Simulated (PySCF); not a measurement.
3-silylpropanenitrile (C₃H₇NSi), SMILES C([SiH3])CC#N.

Geometry: TPSSh-D3(BJ)/def2-SVP. The values are those of a single conformer.

Method: TDA-PBE/def2-SVPD (PySCF).

Vertical excitations. Gas-phase values at a fixed geometry.

Computed UV-visible absorptions:
```json
[
 {"state": "S1", "energy (eV)": "7.00", "λ (nm)": "177", "f": "0.008", "main pairs": "HOMO→LUMO 95 %"},
 {"state": "S2", "energy (eV)": "7.33", "λ (nm)": "169", "f": "0.009", "main pairs": "HOMO−1→LUMO 71 %, HOMO→LUMO+1 24 %"},
 {"state": "S3", "energy (eV)": "7.49", "λ (nm)": "166", "f": "0.003", "main pairs": "HOMO→LUMO+1 36 %, HOMO−2→LUMO 22 %, HOMO−1→LUMO+1 13 %, HOMO−3→LUMO 8 %"},
 {"state": "S4", "energy (eV)": "7.49", "λ (nm)": "166", "f": "0.004", "main pairs": "HOMO−2→LUMO 74 %"},
 {"state": "S5", "energy (eV)": "7.59", "λ (nm)": "163", "f": "0.006", "main pairs": "HOMO−3→LUMO 71 %"},
 {"state": "S6", "energy (eV)": "7.65", "λ (nm)": "162", "f": "0.002", "main pairs": "HOMO→LUMO+2 50 %, HOMO−1→LUMO+1 16 %, HOMO−5→LUMO 12 %, HOMO−4→LUMO 9 %"},
 {"state": "S7", "energy (eV)": "7.70", "λ (nm)": "161", "f": "0.016", "main pairs": "HOMO−1→LUMO+1 31 %, HOMO−4→LUMO 30 %, HOMO−5→LUMO 14 %, HOMO−2→LUMO+1 9 %"},
 {"state": "S8", "energy (eV)": "7.73", "λ (nm)": "160", "f": "0.009", "main pairs": "HOMO→LUMO+2 34 %, HOMO−4→LUMO 29 %, HOMO−1→LUMO+1 24 %"},
 {"state": "S9", "energy (eV)": "7.79", "λ (nm)": "159", "f": "0.007", "main pairs": "HOMO−5→LUMO 58 %, HOMO−4→LUMO 18 %"},
 {"state": "S10", "energy (eV)": "7.88", "λ (nm)": "157", "f": "0.008", "main pairs": "HOMO−2→LUMO+1 60 %, HOMO−3→LUMO+1 21 %"},
 {"state": "T1", "energy (eV)": "6.25", "λ (nm)": "198", "f": "0", "main pairs": "HOMO−1→LUMO 26 %, HOMO→LUMO+1 24 %, HOMO−1→LUMO+2 11 %, HOMO−2→LUMO+1 7 %"},
 {"state": "T2", "energy (eV)": "6.62", "λ (nm)": "187", "f": "0", "main pairs": "HOMO→LUMO 65 %, HOMO−1→LUMO+1 18 %"},
 {"state": "T3", "energy (eV)": "6.70", "λ (nm)": "185", "f": "0", "main pairs": "HOMO→LUMO+1 38 %, HOMO−1→LUMO 34 %, HOMO−1→LUMO+2 8 %, HOMO−2→LUMO+1 6 %"},
 {"state": "T4", "energy (eV)": "6.98", "λ (nm)": "178", "f": "0", "main pairs": "HOMO−1→LUMO+1 25 %, HOMO→LUMO 24 %, HOMO−2→LUMO 16 %, HOMO−3→LUMO 12 %"}
]
```
Triplets are in the Tamm–Dancoff approximation.
